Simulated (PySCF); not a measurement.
# A survey of 29Si NMR shifts

Gas phase, one conformer, no relativistic terms, one averaged value for each set of equivalent atoms. GFN2-xTB geometry; shieldings: GIAO PBE0/pcSseg-1; PySCF 2.14.0 with density-fitted response routines.

Shieldings were converted by a linear fit to measured shifts: 29Si: δ = 279.94 − 0.822σ (rms 8.9 ppm, 72 shifts, 25.8 ppm with the 6 outliers that the fit left out vs TMS, solution or neat liquid). Occasional misses reach two or three times the rms, and more in compound classes unlike the fitted ones.

Q: Give the 29Si shifts of `CCS[SiH2]NC`, `CC[SiH2][C@H](F)[SiH2]CCl`, `FC(F)(F)p1[pH]p1[SiH3]`, `FC(F)(F)p1[pH]p1[SiH3]`, `CS[SiH2]N(C)C`, `C[C@@H]1[SiH2]C[C@@H]1C(F)=C(F)F`, `C[C@@H](F)[SiH2][Si@H]([SiH3])Cl`, `CS[Si@@H]1[Si@@H](N)S[Si@@H]1[SiH3]`, `[SiH3]N([SiH3])[Si@@H]1CC[SiH2]N1`, `CC#C/C=C/N([SiH3])[SiH2]F`, `C#C[SiH2][SiH]([SiH3])[SiH3]`, `FC(F)O[C@]1([SiH3])C[SiH2]1`.

A: 
| compound | environment | δ (ppm) |
| --- | --- | --- |
| CCS[SiH2]NC | silicon bonded to N, S, 2 H | -25.3 |
| [CH3:1][CH2:2][SiH2:3][C@H:4]([F:5])[SiH2:6][CH2:7][Cl:8] | Si6: silicon bonded to 2 C, 2 H | -40.0 |
| [CH3:1][CH2:2][SiH2:3][C@H:4]([F:5])[SiH2:6][CH2:7][Cl:8] | Si3: silicon bonded to 2 C, 2 H | -40.4 |
| FC(F)(F)p1[pH]p1[SiH3] | silicon bonded to P, 3 H | -47.6 |
| FC(F)(F)p1[pH]p1[SiH3] | silicon bonded to P, 3 H | -47.6 |
| CS[SiH2]N(C)C | silicon bonded to N, S, 2 H | -21.0 |
| C[C@@H]1[SiH2]C[C@@H]1C(F)=C(F)F | silicon bonded to 2 C, 2 H, in a 4-membered ring | -30.3 |
| [CH3:1][C@@H:2]([F:3])[SiH2:4][Si@H:5]([SiH3:6])[Cl:7] | Si5: silicon bonded to Cl, 2 Si, H | -28.2 |
| [CH3:1][C@@H:2]([F:3])[SiH2:4][Si@H:5]([SiH3:6])[Cl:7] | Si4: silicon bonded to C, Si, 2 H | -59.3 |
| [CH3:1][C@@H:2]([F:3])[SiH2:4][Si@H:5]([SiH3:6])[Cl:7] | Si6: silicon bonded to Si, 3 H | -89.0 |
| [CH3:1][S:2][Si@@H:3]1[Si@@H:4]([NH2:5])[S:6][Si@@H:7]1[SiH3:8] | Si4: silicon bonded to N, S, Si, H, in a 4-membered ring | 1.6 |
| [CH3:1][S:2][Si@@H:3]1[Si@@H:4]([NH2:5])[S:6][Si@@H:7]1[SiH3:8] | Si3: silicon bonded to S, 2 Si, H, in a 4-membered ring | -14.1 |
| [CH3:1][S:2][Si@@H:3]1[Si@@H:4]([NH2:5])[S:6][Si@@H:7]1[SiH3:8] | Si7: silicon bonded to S, 2 Si, H, in a 4-membered ring | -41.3 |
| [CH3:1][S:2][Si@@H:3]1[Si@@H:4]([NH2:5])[S:6][Si@@H:7]1[SiH3:8] | Si8: silicon bonded to Si, 3 H | -95.8 |
| [SiH3:1][N:2]([SiH3:3])[Si@@H:4]1[CH2:5][CH2:6][SiH2:7][NH:8]1 | Si4: silicon bonded to C, 2 N, H, in a 5-membered ring | -10.9 |
| [SiH3:1][N:2]([SiH3:3])[Si@@H:4]1[CH2:5][CH2:6][SiH2:7][NH:8]1 | Si7: silicon bonded to C, N, 2 H, in a 5-membered ring | -28.5 |
| [SiH3:1][N:2]([SiH3:3])[Si@@H:4]1[CH2:5][CH2:6][SiH2:7][NH:8]1 | Si1/3: silicon bonded to N, 3 H (×2) | -50.9 |
| [CH3:1][C:2]#[C:3]/[CH:4]=[CH:5]/[N:6]([SiH3:7])[SiH2:8][F:9] | Si8: silicon bonded to F, N, 2 H | -15.3 |
| [CH3:1][C:2]#[C:3]/[CH:4]=[CH:5]/[N:6]([SiH3:7])[SiH2:8][F:9] | Si7: silicon bonded to N, 3 H | -38.8 |
| [CH:1]#[C:2][SiH2:3][SiH:4]([SiH3:5])[SiH3:6] | Si3: silicon bonded to C, Si, 2 H | -81.5 |
| [CH:1]#[C:2][SiH2:3][SiH:4]([SiH3:5])[SiH3:6] | Si5/6: silicon bonded to Si, 3 H (×2) | -98.0 |
| [CH:1]#[C:2][SiH2:3][SiH:4]([SiH3:5])[SiH3:6] | Si4: silicon bonded to 3 Si, H | -132.8 |
| [F:1][CH:2]([F:3])[O:4][C@:5]1([SiH3:6])[CH2:7][SiH2:8]1 | Si6: silicon bonded to C, 3 H | -60.7 |
| [F:1][CH:2]([F:3])[O:4][C@:5]1([SiH3:6])[CH2:7][SiH2:8]1 | Si8: silicon bonded to 2 C, 2 H, in a 3-membered ring | -118.9 |
